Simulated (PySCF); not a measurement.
ethenylcyclopropane (C5H8), SMILES C=CC1CC1.

Geometry optimised at B3LYP-D3(BJ)/def2-SVP. Other conformers were not sampled.

Method: PySCF with CAM-B3LYP/def2-TZVP.

Symmetry labels are those of the subgroup Cs that the program uses (full group Cs).

Computed valence orbital energies around the gap with their symmetry:
| orbital | symmetry | energy (eV) |
|---|---|---|
| HOMO−7 | A' | -14.87 |
| HOMO−6 | A' | -13.36 |
| HOMO−5 | A' | -12.59 |
| HOMO−4 | A" | -11.79 |
| HOMO−3 | A' | -11.09 |
| HOMO−2 | A" | -10.88 |
| HOMO−1 | A' | -9.97 |
| HOMO | A" | -8.15 |
| LUMO | A" | 1.48 |
| LUMO+1 | A' | 2.44 |
| LUMO+2 | A' | 2.51 |
| LUMO+3 | A' | 3.10 |
